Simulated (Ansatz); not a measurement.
Basis sets compared for Co2Si5. Total charge 0; singlet. Geometry PBE-D4/def2-SVP. Ansatz on 4 threads of Arm Neoverse V2 on a shared host; times are rough, and most runs start from earlier orbitals.

Cartesian coordinates in Å:
```
Co -0.669 0.936 0.842
Co 0.146 0.504 -1.326
Si 1.435 -1.168 -0.641
Si 0.535 -0.691 1.753
Si -2.002 0.594 -0.870
Si -0.933 -1.326 -0.086
Si 1.488 1.151 0.329
```

The restricted singlet is unstable towards broken spin symmetry in Hartree–Fock (as tested in another run); at PBE-D4/def2-SVP, PBE-D4/def2-TZVP, PBE-D4/def2-TZVPD, r2SCAN-D4/def2-TZVP and others this wasn't settled. The order of the spin states hangs on the level: the quintet lies 1.19 eV below the singlet at PBE0-D4/def2-TZVP, but 0.49 eV above it at PBE-D4/def2-TZVP. The structure comes from a short search, and lower isomers may exist.

| level | functions | energy (Eh) | HOMO (eV) | LUMO (eV) | wall time |
| --- | --- | --- | --- | --- | --- |
| PBE-D4/def2-SVP | 152 | -4211.0948 | -4.75 | -4.22 | 3 s |
| PBE-D4/def2-TZVP | 275 | -4212.0087 | -4.88 | -4.29 | 6.5 s |
| r2SCAN-D4/def2-TZVP | 275 | -4212.9616 | -5.07 | -4.21 | 16 s |
| PBE0-D4/def2-SVP | 152 | -4211.0629 | -5.83 | -3.15 | 6 s |
| PBE0-D4/def2-TZVP | 275 | -4211.9643 | -5.88 | -3.21 | 21 s |

Q: Estimate the rows for PBE-D4/def2-TZVPD, r2SCAN-D4/def2-TZVPD, PBE0-D4/def2-TZVPD.

A: 
| level | functions | energy (Eh) | HOMO (eV) | LUMO (eV) | wall time |
| --- | --- | --- | --- | --- | --- |
| PBE-D4/def2-TZVPD | 311 | -4212.0101 | -4.90 | -4.31 | 9 s |
| r2SCAN-D4/def2-TZVPD | 311 | -4212.9628 | -5.08 | -4.21 | 20 s |
| PBE0-D4/def2-TZVPD | 311 | -4211.9655 | -5.89 | -3.22 | 21 s |
